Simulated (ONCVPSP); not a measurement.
Rb, ONCV: configuration errors across variants

```json
{
 "Element": "rubidium",
 "Generator": "ONCVPSP 4.0.1",
 "Type": "optimised norm-conserving Vanderbilt (ONCV)",
 "Functional": "PBE",
 "Relativity": "scalar-relativistic",
 "Frozen core": "[Ar] 3d10",
 "Valence charge": "9",
 "Reference configuration": "4s2 4p6 5s1",
 "Partial waves": "4s+5s: rc 1.95 bohr, ncon 3, nbas 6, qcut 7.4 1/bohr, 2 projectors; 4p: rc 2.05 bohr, ncon 4, nbas 8, qcut 5.6 1/bohr, 2 projectors, debl 1.1 Ha; d scattering state at 0.26 Ha: rc 1.90 bohr, ncon 3, nbas 7, qcut 6 1/bohr, local",
 "Local potential": "the d channel",
 "Core correction": "Teter function fitted to the true core (icmod 2), fcfact 0.35"
}
```

All-electron excitation energies from the reference (eV): (1) 4s2 4p6 5s0 4.154; (2) 4s2 4p6 5s0.5 1.578; (3) 4s2 4p6 5s0 5p1 1.520; (4) 4s2 4p5 5s1 21.140.

3 further variants failed, have other tests or too few solved ones, and are left out.

Errors AE − PS in meV (a dash: test not solved or not reliable):

```json
{"change": "base", "(1)": "-0.1", "(2)": "-0.1", "(3)": "+0.1", "(4)": "-11", "bound ghosts": "none", "GHOST(+) flags above zero": "none"}
{"change": "p: rc 2.02", "(1)": "-0.1", "(2)": "-0.1", "(3)": "+0.1", "(4)": "-10", "bound ghosts": "none", "GHOST(+) flags above zero": "none"}
{"change": "p: rc 2.22", "(1)": "-0.1", "(2)": "-0.1", "(3)": "-0.3", "(4)": "-14", "bound ghosts": "none", "GHOST(+) flags above zero": "p"}
{"change": "p: rc 2.64", "(1)": "-0.1", "(2)": "-0.1", "(3)": "0.0", "(4)": "-22", "bound ghosts": "none", "GHOST(+) flags above zero": "none"}
{"change": "p: rc 2.8", "(1)": "-0.1", "(2)": "0.0", "(3)": "0.0", "(4)": "-24", "bound ghosts": "none", "GHOST(+) flags above zero": "none"}
{"change": "p: rc 3.02", "(1)": "-0.1", "(2)": "0.0", "(3)": "0.0", "(4)": "-24", "bound ghosts": "none", "GHOST(+) flags above zero": "none"}
```

Question: Give the same row for: p: rc 2.34.

Answer: -0.1, -0.1, -0.1, -17; bound ghosts: none; GHOST(+) flags above zero: none.
